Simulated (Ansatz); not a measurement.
Basis-set extrapolation for `OCC[SiH2]S` (PBE0-D4/def2-TZVP geometry, frozen core, the Gaussian-basis code of Ansatz). Multiplicity 1, RHF reference.

|  | def2-TZVPP | def2-QZVPP |
| --- | --- | --- |
| HF | -841.835290 | -841.862810 |
| MP2 correlation | -0.895322 | -0.962592 |
| CCSD(T) correlation | -0.990890 | not run |

Energies in hartree. Use E(X) = E(∞) + A·exp(−7.88·√X) for Hartree–Fock and E(X) = E(∞) + B·X^(−2.97) for correlation, with X = 3 and 4, and add CCSD(T) minus MP2 of the smaller set to the MP2 limit.

Problem. What is the CCSD(T) energy at the basis-set limit?

Solution. HF limit: -841.862810 + (-0.027520) × 0.13774 = -841.86660. MP2 limit: -0.962592 + (-0.067270) × 0.74074 = -1.01242. Higher-order term: -0.990890 − (-0.895322) = -0.09557. Total: -842.97459 hartree, 93.1 kcal/mol below CCSD(T)/def2-TZVPP.
